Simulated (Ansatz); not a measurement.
Cost and result for the atomization energy of `N[Si]1(F)C[SiH2]1` (11 atoms, 11 bonds).

Cartesian coordinates in Å:
```
N -1.194 -0.540 1.514
Si -0.281 -0.753 0.104
F -0.516 -2.156 -0.635
C -0.190 0.699 -1.046
Si 1.570 0.432 -0.277
H -0.924 -0.971 2.382
H -2.184 -0.354 1.478
H -0.230 0.501 -2.117
H -0.711 1.619 -0.791
H 2.050 1.492 0.643
H 2.610 0.030 -1.255
```

Total charge 0; spin multiplicity 1. All single points use the PBE0-D4/def2-TZVP geometry. It is one conformer, not always the lowest. Program: Ansatz. All runs use 4 threads of an AMD EPYC 9R45 on a shared host. Times are those of one run each, without the atoms' runs, and a repeat can differ threefold. Electronic energies, without spin–orbit coupling; frozen cores. CCSD(T)/CBS adds CCSD(T) − MP2 in def2-TZVPP to the MP2 limit, and its time is that of the two runs behind it. T1 = 0.012. B3LYP takes the VWN-RPA correlation (the form of Gaussian; ORCA's B3LYP/G).

CCSD(T)/CBS is a level of theory with its own doubt, some kJ/mol a heavy atom from the limit and from the frozen cores, so smaller differences don't rank the functionals.

```csv
level,functions,wall time
revPBE-D4/def2-TZVPP,261,0.8 s
PBE-D4/def2-TZVPP (with forces),261,1 s
PBE0-D4/def2-TZVPP,261,1.1 s
r2SCAN-D4/def2-TZVPP (with forces),261,1.6 s
CCSD(T)/def2-SVP,108,1.6 s
r2SCANh-D4/def2-TZVPP,261,1.7 s
B3LYP-D4/def2-TZVPP (with forces),261,1.8 s
B2PLYP/def2-TZVPP,261,1.9 s
PBE-QIDH/def2-TZVPP,261,2 s
ωB97X-V/def2-TZVPP,261,2.6 s
MP2/def2-QZVPP,491,7.5 s
CCSD(T)/def2-TZVPP,261,41 s
CCSD(T)/CBS(def2),–,49 s
```

Problem. What atomization energy does each give, and how far from CCSD(T)/CBS? (An estimate is asked.)

Solution. The calculation gave: 
```tsv
level	atomization (kcal/mol)	difference from CCSD(T)/CBS	per bond
revPBE-D4/def2-TZVPP	927.5	-11.2	-1.0
PBE-D4/def2-TZVPP (with forces)	950.2	11.5	1.0
PBE0-D4/def2-TZVPP	934.8	-3.9	-0.4
r2SCAN-D4/def2-TZVPP (with forces)	938.8	0.1	0.0
CCSD(T)/def2-SVP	862.4	-76.3	-6.9
r2SCANh-D4/def2-TZVPP	932.8	-5.9	-0.5
B3LYP-D4/def2-TZVPP (with forces)	936.0	-2.7	-0.2
B2PLYP/def2-TZVPP	925.3	-13.4	-1.2
PBE-QIDH/def2-TZVPP	928.4	-10.3	-0.9
ωB97X-V/def2-TZVPP	944.0	5.3	0.5
MP2/def2-QZVPP	940.9	2.2	0.2
CCSD(T)/def2-TZVPP	909.5	-29.2	-2.7
CCSD(T)/CBS(def2)	938.7	0.0	0.0
```

Leaving LDA and LC-ωPBE aside and taking each functional with its dispersion term where it has one, the values, not all of them listed here, spread over 39.0 kcal/mol, from BHLYP-D4 to PBE-D4. LDA lies +124.3 kcal/mol from PBE without D4, its usual overbinding. At CCSD(T), def2-SVP lies −76.4 kcal/mol from the extrapolated value and def2-TZVPP −29.2 kcal/mol: correlation converges slowly with the basis, and small sets miss more of it in the bonded molecule than in its fragments. From BLYP to BHLYP (50 % exact exchange), in def2-TZVPP and without D4, the atomization energy moves by −17.2 kcal/mol: exact exchange takes away binding that semilocal exchange gives to molecules.
